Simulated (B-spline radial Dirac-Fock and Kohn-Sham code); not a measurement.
**Ca¹⁰⁺: non-radiative channels of the K vacancy**

System: calcium as Ca¹⁰⁺, [He] 2s2 2p6.

Input file task.json (cfg lists n, l and occupation; rrms is the nuclear radius in fm):

```json
{"items": [{
  "Z": 20,
  "q": 10,
  "cfg": [[1, 0, 2], [2, 0, 2], [2, 1, 6]],
  "A": 40,
  "rrms": 3.4776,
  "do": ["binding", "quiet", "decay"],
  "holes": ["K", "L1", "L2", "L3"]
}]}
```

Command: `python xray_run.py task.json out`

The computed values come from a radial atomic solver: a relativistic independent-particle model: LDA orbitals of the hole state, radiative multipoles to third order, Auger rates from the Coulomb interaction with a continuum orbital, Dirac-Fock energies. Kinetic energies are configuration averages from the vacuum level; the two-hole energies are estimated from single-hole states.

```tsv
transition	kinetic energy (eV)	width (meV)	share (%)
K-L1L1	2874.3	43.4	7.8
K-L1L2	2965.1	49.6	8.9
K-L1L3	2969.0	94.0	16.9
K-L2L2	3039.4	9.27	1.7
K-L2L3	3047.2	229	41.3
K-L3L3	3049.9	130	23.3
```

For K holes below about Z = 40 intermediate coupling redistributes the KLL shares among these jj groups. The listed channels hold 100 % of the non-radiative rate. Summed by principal shells, of 0.555 eV in all: KLL 100.0 %.
